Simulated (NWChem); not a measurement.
CH$_{4}$BF; SMILES CBF

Results from NWChem. Geometry: optimised at PBE0/def2-SVP. Level: PBE0/aug-cc-pVDZ; the question gives the wavelength of the field.

What does the run give for field 1065 nm? Quantities: isotropic polarisability (bohr³); anisotropy (bohr³).


* **isotropic polarisability (bohr³)**: 29.4
* **anisotropy (bohr³)**: 6.6
